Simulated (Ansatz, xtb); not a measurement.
CH7NO2Si: where a starting geometry ends

The starting geometry of this gas-phase singlet was built from a drawn formula by distance geometry and a force field; its bonds are those of `[O-][N@H+]([SiH3])CO`.

```xyz
12

C     1.6356    1.3481    0.0466
N     0.4359    0.4230    0.0931
O     0.8769   -0.8844    0.3826
O     2.4237    1.1753    1.2059
Si   -0.5304    0.4444   -1.3584
H    -0.1780    0.7819    0.8409
H    -1.7423   -0.3410   -1.1905
H    -0.9666    1.8687   -1.5299
H     0.2344    0.1070   -2.5830
H     2.1911    1.1133   -0.8565
H     1.1878    2.3453   -0.0013
H     2.3469    0.1900    1.3037
```

Task: Predict what becomes of its bonds when it is optimised with r2SCAN-D4/def2-SVP.

Result: It rearranges to `OCNO[SiH3]`. Contacts that open: N2–Si5 (1.74 → 2.51 Å). Contacts that close: O3–Si5 (2.60 → 1.69 Å).

The energy falls by 1.72 eV over 24 steps:

```tsv
step	E − E(last) (eV)
1	1.720
4	1.339
6	1.276
9	1.118
11	0.461
14	0.140
16	0.113
19	0.033
21	0.001
24	0.000
```

Final geometry (Å):

```xyz
12

C     1.9285    1.4379    0.2979
N     0.4944    1.4455    0.1127
O     0.1116    0.0479   -0.0746
O     2.3581    0.6586    1.3753
Si   -0.7370    0.0198   -1.5396
H     0.0633    1.6760    1.0147
H    -1.0935   -1.4151   -1.7311
H    -1.9698    0.8533   -1.4612
H     0.1204    0.4889   -2.6656
H     2.3753    1.1156   -0.6635
H     2.2287    2.4805    0.4947
H     2.0350   -0.2372    1.1937
```

From the same start GFN2-xTB reaches the same bonding as this run.

The end wasn't checked by frequencies. Run with Ansatz 0.2.0, 73 s on 2 threads of Arm Neoverse V1, on a shared host.
